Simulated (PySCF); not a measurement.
Q: What does the PBE0-D3(BJ)/def2-SVP structure of InChI=1S/C2H10Si2/c1-3-4-2/h3-4H2,1-2H3 look like in three dimensions?

A: 
```xyz
14
C2H10Si2 angstrom
C     -2.3440    0.4490    0.4507
Si    -0.7854   -0.4193   -0.1623
Si     1.1619    0.7785    0.3681
C      2.7058   -0.0496   -0.3310
H     -2.4303    1.4509    0.0031
H     -2.3244    0.5632    1.5451
H     -3.2425   -0.1265    0.1804
H     -0.6913   -1.7915    0.4362
H     -0.8513   -0.5965   -1.6507
H      1.2745    0.8952    1.8596
H      1.0407    2.1729   -0.1716
H      2.8207   -1.0677    0.0707
H      2.6469   -0.1182   -1.4280
H      3.6075    0.5251   -0.0715
```

Any rigid rotation of these coordinates is as good. Atoms count from 1 in this order. Si2 (SiH2 silicon) is tetrahedral (angles from 106.9° to 112.2°).

Bonds between heavy atoms (Å): C1–Si2 1.886, Si2–Si3 2.347, Si3–C4 1.886.

Computed with PBE0-D3(BJ)/def2-SVP geometry optimisation, gas phase in PySCF 2.14.0.

Point group: near C2h, missed by 0.11 Å at most; the miss may be what the optimiser left on a soft mode (C2 holds within 0.08 Å). No PBE0-D3(BJ)/def2-SVP frequencies stand behind this structure, so it isn't proved a minimum. The numbers are those of one conformer (C1–Si2–Si3–C4 -177°).
